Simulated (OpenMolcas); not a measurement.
## Ni6+: effect of the active space

```
Program             : OpenMolcas
Method              : MS-CASPT2 or its RAS form, IPEA 0.25 Eh, imaginary shift 0.1 Eh
Basis               : ANO-RCC-VTZP
Scalar Hamiltonian  : DKH2, point nucleus
Spin-orbit coupling : RASSI with atomic mean-field integrals over the reference wave functions, term energies averaged over their components
```

A. 4 electrons in 5 orbitals (3d); 2S+1 = 5 even, 5 roots; 2S+1 = 3 even, 45 roots; 2S+1 = 1 even, 50 roots; closed shells correlated: 3s 3p; CASPT2 step roughly 18 core-seconds
B. 10 electrons in 8 orbitals (RAS1 3p, at most 2 holes; RAS2 3d); 2S+1 = 5 even, 5 roots; 2S+1 = 3 even, 45 roots; 2S+1 = 1 even, 44 roots; closed shells correlated: 3s; CASPT2 step roughly 80 core-seconds
C. 4 electrons in 10 orbitals (3d 4d); 2S+1 = 5 even, 5 roots; 2S+1 = 3 even, 45 roots; 2S+1 = 1 even, 44 roots; closed shells correlated: 3s 3p; CASPT2 step roughly 16 core-minutes

Energies in cm-1 above 3d4 5D0, the measured ground level; measured values from Corliss and Sugar, J. Phys. Chem. Ref. Data 10, 197 (1981).

```csv
Level,A,B,C,Measured
3d4 5D0,0.0,0.0,0.0,0.0
3d4 5D1,294,299,295,279
3d4 5D2,850,864,854,804
3d4 5D3,1625,1652,1635,1520
3d4 5D4,2580,2620,2600,2392
3d4 3P0(1),30560,30840,30720,30077
3d4 3H4,32260,32260,32310,31672
3d4 3P1(1),32300,32610,32470,31836
3d4 3H5,32930,32940,33010,32286
3d4 3H6,33630,33640,33740,32877
3d4 3F2(1),34870,35180,35020,34247
3d4 3F3(1),34970,35270,35110,34317
3d4 3P2(1),35090,35440,35260,34555
3d4 3F4(1),35280,35580,35440,34576
3d4 3G3,38960,39220,39000,38160
3d4 3G4,39640,39900,39710,38746
3d4 3G5,40190,40460,40290,39247
3d4 3D3,47780,48320,47860,
3d4 3D2,48010,48550,48090,
3d4 3D1,48290,48830,48340,
3d4 1G4(1),48660,48930,48850,
3d4 1I6,49170,48930,49320,
3d4 1F3,68700,68800,68790,
3d4 3P2(2),80130,80240,80170,
```

Deviations, from unrounded energies. A percentage is the sum of absolute deviations over the sum of measured energies, with the sign that they share, or ± where signs differ.

| Against measurement | Levels | A | B | C |
| --- | --- | --- | --- | --- |
| mean absolute deviation (cm-1) | 16 | 530 | 700 | 620 |
| fine structure of the ground term (%) | 4 | +7.0 | +8.8 | +7.8 |
| other terms of the ground configuration (%) | 12 | +2.0 | +2.6 | +2.3 |

A lies closest to measurement on these levels and B furthest from it. The largest miss of A in the table is 3d4 3G5, by +950 cm-1. The ranking rests on the paired levels alone, and a cruder setting can come out closer through cancelling errors.

The spin-orbit steps hold different terms of 3d4 (B lacks a 1D, a 1S; C lacks a 1D, a 1S), which shifts levels as well.

The two smallest mean deviations differ by little beside CASPT2's spread within terms, so their order carries little weight.

Among A to C the level of the table that moves most is 3d4 3D1, by 540 cm-1 (lowest in A, highest in B). Moves below CASPT2's spread within the term are not significant.

CASPT2 breaks the degeneracy within a term, and the mean is taken; among the terms shown or strongly mixed into the levels shown the widest spread is 1200 cm-1 (3d4 1I, B). The CASPT2 spread within a term exceeds the gap to the next term for 3d4 3D and 3d4 1G(1), 3d4 1G(1) and 3d4 1I, so the order of their levels is uncertain (figures for A; the like holds for B). Active for correlation alone: 3p; no level in the range computed is led by a configuration that opens it, so any true level of that kind is missing (holds for B). Active for correlation alone: 4d; no level in the range computed is led by a configuration that fills it, so any true level of that kind is missing (holds for C). Computed and measured levels are paired by configuration, term and J; levels that our copy of the source lacks, or whose pairing is in doubt (as where it misses far off the trend of its configuration), stay unpaired and out of the deviations. Only configurations of the active space appear. Levels that lie high or do not pair safely by name in every column are left out.

A number in round brackets counts repeated terms of one configuration in the order of the reference energies.
